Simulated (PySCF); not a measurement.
# How the method changes the constants of MgBr

State: ²Σ⁺ (doublet), unpaired electrons σ ↑. Set-up: PySCF, scalar-relativistic core potentials, basis sets Mg cc-pVDZ, Br cc-pVDZ-PP with ECP10. De refers to Mg + Br in their high-spin ground configurations, without counterpoise correction. The functionals are run spin-unrestricted. A positive dipole means Mg(−)Br(+).

| Level | Re (Å) | ωe (cm⁻¹) | De (eV) | μ (D) |
| --- | --- | --- | --- | --- |
| UHF | 2.384 | 371 | 2.43 | -3.67 |
| UHF-MP2 | 2.375 | 380 | 2.83 | n/a |
| UHF-SCS-MP2 | 2.378 | 378 | 2.62 | n/a |
| UHF-CCSD | 2.377 | 378 | 2.45 | n/a |
| UHF-CCSD(T) | 2.377 | 378 | 2.50 | n/a |
| PBE | 2.397 | 351 | 2.80 | -3.14 |
| r²SCAN | 2.378 | 365 | 3.08 | -3.34 |
| PBE0 | 2.380 | 364 | 2.82 | -3.34 |
| B97-3 | 2.393 | 354 | 2.65 | -3.25 |
| BHandHLYP | 2.375 | 367 | 2.59 | -3.52 |
| B2PLYP | 2.381 | 366 | 2.65 | -3.53 |

The bond length runs from 2.375 Å (BHandHLYP) to 2.397 Å (PBE). De spans 2.43 eV (UHF, mean field) to 3.08 eV (r²SCAN, meta-GGA). Correlation at CCSD(T) changes the Hartree–Fock bond energy by +0.07 eV; the triples alone change it by +0.05 eV.

Correlated steps freeze 5 core orbitals. Correlated levels converge slowly with the basis: in double zeta they bind strong bonds too weakly, by up to about 1 eV, and carry superposition errors of some tenths. Spin–orbit coupling is left out. B2PLYP dipoles, levels and charges come from its SCF part alone. The state is the lowest determinant that a PBE0 search found; another state may lie lower at other levels.
